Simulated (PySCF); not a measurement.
How methods differ on the excitation energy of Zr

Zr [Kr] 4d2 5s2 (3F) → Zr [Kr] 4d4 (5D), as a difference of total energies. All numbers are calculated (PySCF 2.14, scalar relativity by spin-free X2C-1e, in x2c-TZVPPall with one added diffuse shell each of s, p, d, f type (9s7p7d3f1g, 95 functions)). Correlated levels: valence: [Kr] frozen; valence and next inner shell: [Ar] 3d10 frozen. The calculations carry no spin-orbit coupling.

| method | excitation energy (cm⁻¹) |
| --- | --- |
| UHF | 19966 |
| LDA | 15444 |
| PBE | 14399 |
| PBE0 | 15321 |
| r2SCAN | 14800 |
| BHandHLYP | 21007 |
| CAM-B3LYP | 19854 |
| wB97X | 23243 |
| r2SCAN0 | 15944 |
| MP2 (valence) | 21470 |
| SCS-MP2 (valence) | 26856 |
| MP2 (valence and next inner shell) | 20474 |
| SCS-MP2 (valence and next inner shell) | 25359 |

A first-order spin-orbit estimate (lowest level to lowest level, LS coupling) adds 0.044 eV.
